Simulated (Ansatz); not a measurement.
Geometry optimisation, RHF/6-31G in Ansatz.

The input (input.yaml):

```yaml
crystal:
  periodic: [false, false, false]
  atoms:
    - { symbol: B, position_ang: [-1.6168, -0.8351, -0.4317] }
    - { symbol: C, position_ang: [-0.1022, -1.0548, -0.4631] }
    - { symbol: S, position_ang: [0.4539, -2.2725, -1.6843] }
    - { symbol: Si, position_ang: [0.7373, -1.2529, 1.1976] }
    - { symbol: Si, position_ang: [1.0012, 0.4202, -0.3244] }
    - { symbol: Si, position_ang: [0.1149, 2.3219, 0.5233] }
    - { symbol: H, position_ang: [-2.0799, 0.211, -0.89] }
    - { symbol: H, position_ang: [-2.3624, -1.6483, -0.1543] }
    - { symbol: H, position_ang: [0.1119, -1.4608, -2.7262] }
    - { symbol: H, position_ang: [1.8032, -2.1919, 1.2838] }
    - { symbol: H, position_ang: [-0.1754, -0.8337, 2.3589] }
    - { symbol: H, position_ang: [2.3987, 0.3733, -0.7924] }
    - { symbol: H, position_ang: [-1.3034, 2.0703, 0.9748] }
    - { symbol: H, position_ang: [0.907, 2.7781, 1.6739] }
    - { symbol: H, position_ang: [0.0902, 3.3244, -0.5166] }
basis:
  gaussian: { orbitals: "6-31G" }
hamiltonian:
  xc: hf
relax:
  f_tol: 0.015
  max_steps: 40
```

Launched with:

```bash
$ ansatz run input.yaml --threads 1 --pin off --max-ram 2048MiB --backend cpu --events-out ev --progress --plain --runs-dir out
```

**Question.** Where does it end, and by what steps?

**Answer.** The run converged. Limits of this set-up: no polarisation functions. After 25 steps the energy has fallen by 1.359 eV; H7 moved furthest, 1.26 Å.

```tsv
step	energy less start (eV)	largest force component (eV/Å)	accepted
0	0.0000	2.010	yes
1	-0.7738	1.133	yes
2	-0.9534	0.627	yes
3	-1.0321	0.514	yes
4	-1.0932	0.350	yes
5	-1.1455	0.523	yes
6	-1.2178	0.424	yes
7	-1.2735	0.386	yes
8	-1.3166	0.192	yes
9	-1.3400	0.135	yes
10	-1.3315	0.306	no
11	-1.3485	0.051	yes
12	-1.3449	0.208	no
13	-1.3509	0.037	yes
14	-1.3528	0.043	yes
15	-1.3538	0.120	yes
16	-1.3532	0.149	no
17	-1.3553	0.053	yes
18	-1.3566	0.018	yes
19	-1.3575	0.047	yes
20	-1.3578	0.065	yes
21	-1.3582	0.052	yes
22	-1.3585	0.023	yes
23	-1.3586	0.024	yes
24	-1.3587	0.017	yes
25	-1.3587	0.012	yes
```

```xyz
15
Properties=species:S:1:pos:R:3
B -1.623 -0.830 -0.485
C -0.117 -1.096 -0.457
S 0.591 -2.275 -1.737
Si 0.630 -1.422 1.344
Si 1.056 0.422 0.061
Si 0.100 2.553 0.431
H -2.099 -0.094 0.327
H -2.341 -1.325 -1.291
H 0.501 -1.477 -2.830
H 1.583 -2.552 1.397
H -0.357 -1.399 2.448
H 2.322 0.411 -0.712
H -0.918 2.481 1.513
H 1.190 3.489 0.837
H -0.538 3.064 -0.818
```

Whether the end is a true minimum wasn't checked by a vibrational analysis.

Time of the run: 3.8 min on 1 thread of Intel(R) Xeon(R) Platinum 8175M CPU @ 2.50GHz (Skylake/Cascade Lake) (shared host), peak memory 0.24 GiB.
